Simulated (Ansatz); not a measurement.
`C[NH][AlH][OH]`. The species carries charge 0 and has multiplicity 1.

Cartesian coordinates in Å:
```
C -0.305 -1.063 0.897
N 0.596 -0.548 -0.110
Al 0.534 0.971 -1.013
O -0.707 2.102 -0.778
H 0.193 -1.229 1.860
H -1.115 -0.352 1.076
H -0.772 -2.009 0.598
H 1.359 -1.183 -0.294
H 1.654 1.301 -2.067
H -1.437 2.010 -0.170
```

**Question.** What are the harmonic wavenumbers in cm⁻¹ at PBE0-D4/def2-TZVP (Ansatz, finite differences of forces, unscaled)? (Best estimate.)

**Answer.** Ansatz gave: 127, 134, 165, 304, 338, 475, 525, 586, 622, 725, 879, 1082, 1140, 1162, 1400, 1459, 1483, 1515, 1977, 3006, 3050, 3097, 3602, 3977.

**Question.** Is this a minimum?

**Answer.** Yes, all 24 modes are real.

**Question.** Give the ideal-gas thermochemistry at 298.15 K and 1 bar (rigid rotor, harmonic oscillator; point group Cs, symmetry number 1).

**Answer.** Zero-point energy 196.4 kJ/mol; H(298) − E = 216.2 kJ/mol; entropy 326.9 J/(mol·K), of which translation 162.7, rotation 106.3, vibration 58.0; G(298) − E = 118.7 kJ/mol.

**Question.** And at 400, 500, 600, 800 and 1000 K?

**Answer.** 
| T (K) | H − E (kJ/mol) | S (J/mol/K) | G − E (kJ/mol) |
| --- | --- | --- | --- |
| 400 | 227.3 | 359.0 | 83.8 |
| 500 | 239.9 | 386.9 | 46.5 |
| 600 | 253.8 | 412.2 | 6.5 |
| 800 | 284.7 | 456.5 | -80.5 |
| 1000 | 318.7 | 494.4 | -175.7 |
